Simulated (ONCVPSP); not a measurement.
**Configuration tests for gallium (ONCV)**

```json
{"Element": "Ga", "Generator": "ONCVPSP 4.0.1", "Type": "optimised norm-conserving Vanderbilt (ONCV)", "Functional": "PBE", "Relativity": "scalar-relativistic", "Frozen core": "[Ar] 3d10", "Valence charge": "3", "Reference configuration": "4s2 (charge +1)", "Partial waves": "4s: rc 1.80 bohr, ncon 3, nbas 6, qcut 3.3 1/bohr, 2 projectors, debl 3.4 Ha; p scattering state at 0.23 Ha: rc 1.45 bohr, ncon 4, nbas 8, qcut 6.2 1/bohr, local; d scattering state at 0.39 Ha: rc 1.70 bohr, ncon 4, nbas 7, qcut 5.9 1/bohr, 2 projectors, debl 2.8 Ha", "Local potential": "the p channel", "Core correction": "Teter function, fcfact 5.25, rcfact 1.1"}
```

Energies are relative to the spin-unpolarised reference configuration 4s2; without spin polarisation the order of configurations can differ from experiment.

(1) Give the all-electron excitation energy and the error of the potential for: 4s2 4p1; 4s1; 4s2 4p0.5; 4s0 4p3.

Levels in the configuration 4s2 4p1:

```tsv
level	all-electron (eV)	pseudo (eV)
4s	-8.949	-8.940
4p	-2.579	-2.642
```

Note: ghosts flagged at negative energy: d at -88.9 eV; GHOST(+) flagged for s at 108.1 eV. A true bound ghost makes a file unfit for plane-wave use.

## Answers

(1)

| valence configuration | charge | ΔE all-electron (eV) | error AE − PS (meV) |
| --- | --- | --- | --- |
| 4s2 4p1 | 0 | -5.688 | +66 |
| 4s1 | +2 | 21.128 | +13 |
| 4s2 4p0.5 | +0.5 | -3.658 | +31 |
| 4s0 4p3 | 0 | 7.683 | +199 |
